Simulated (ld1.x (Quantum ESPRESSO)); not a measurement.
## What one change does to a pseudopotential (platinum, TM)

```json
{
  "Element": "platinum",
  "Generator": "ld1.x (Quantum ESPRESSO) 7.5",
  "Type": "norm-conserving Troullier–Martins (Kleinman–Bylander form)",
  "Functional": "LDA (PZ)",
  "Relativity": "scalar-relativistic",
  "Frozen core": "[Xe] 4f14",
  "Valence charge": "10",
  "Reference configuration": "5d9 6s1 6p0",
  "Partial waves": "6s (bound): rc 2.30 bohr; 5d (bound): rc 1.75 bohr; 5f channel at 0.4 Ry: rc 2.70 bohr; 6p (bound, empty): rc 2.65 bohr",
  "Local potential": "the p channel",
  "Core correction": "Bessel-smoothed model core, default radius (core density twice the valence density)"
}
```

All-electron outer shells of the reference configuration (LDA (PZ), scalar-relativistic, ld1.x):

| shell | level (eV) | outermost node (bohr) | outermost maximum (bohr) |
| --- | --- | --- | --- |
| 4f | -70.51 | – | 0.38 |
| 5p | -56.29 | 0.53 | 0.98 |
| 5d | -6.38 | 0.57 | 1.26 |
| 6s | -5.97 | 1.14 | 2.38 |
| 6p | -0.96 | 1.36 | 3.55 |

Change: wave 6s (bound): rc 2.30 bohr becomes 6s (bound): rc 1.44 bohr.

Cutoffs: the cutoffs (Ry, on a coarse ladder) from which the occupation-weighted sum of valence levels, in a spherical-Bessel basis at the reference potential, stays within 10 and 1 mRy of its value at 400 Ry; they do not see the model core or the augmentation charge, which bear on the density cutoff. Errors are all-electron minus pseudo energies relative to the spin-unpolarised reference configuration.

Q: Predict the effect on cutoff, ghosts and configuration errors.

A: The potential gets harder (40 Ry and 50 Ry → 110 Ry and 140 Ry); of the 9 tests that both files solve, the error grows in 5 and shrinks in 1 by more than 15 % and 0.3 meV (median size 82.5 → 84.6 meV); neither file shows a bound ghost. A smaller radius makes the pseudo-wave follow the all-electron one further in, where it bends more sharply, so more plane waves are needed.

| quantity | base | changed |
| --- | --- | --- |
| cutoff, loose | 40 Ry | 110 Ry |
| cutoff, tight | 50 Ry | 140 Ry |
| loose cutoff by channel (10 mRy a level) | s 8 Ry, d 35 Ry | s 110 Ry, d 35 Ry |
| bound ghosts | none | none |
| error for 5d9 6s0 6p0, meV [ΔE 9.54 eV] | -17 | -30 |
| error for 5d8 6s0 6p0, meV [ΔE 29.80 eV] | -144 | -189 |
| error for 5d7 6s0 6p0, meV [ΔE 62.32 eV] | -616 | -712 |
| error for 5d8 6s2 6p0, meV [ΔE 0.93 eV] | -86 | -86 |
| error for 5d9 6s0 6p1, meV [ΔE 5.19 eV] | -5.6 | -26 |
| error for 5d6 6s0 6p0, meV [ΔE 108.26 eV] | -1529 | -1693 |
| error for 5d8 6s1 6p0, meV [ΔE 11.42 eV] | -82 | -85 |
| error for 5d9 6s1 6p0 (spin-polarised), meV [ΔE -0.38 eV] | +7.7 | +0.4 |
| error for 5d9 6s0 6p0 (spin-polarised), meV [ΔE 9.42 eV] | -17 | -29 |
| s: phases at 2.97 bohr within 0.05 rad from the reference energy up to (Ry; the scan ends near 5) | 1.3 | 1.4 |
| p: phases at 2.97 bohr within 0.05 rad from the reference energy up to (Ry; the scan ends near 5) | 2.5 | 2.5 |
| d: phases at 2.97 bohr within 0.05 rad from the reference energy up to (Ry; the scan ends near 5) | 0.7 | 0.7 |
| f: phases at 2.97 bohr within 0.05 rad from the reference energy up to (Ry; the scan ends near 5) | 3.5 | 3.5 |
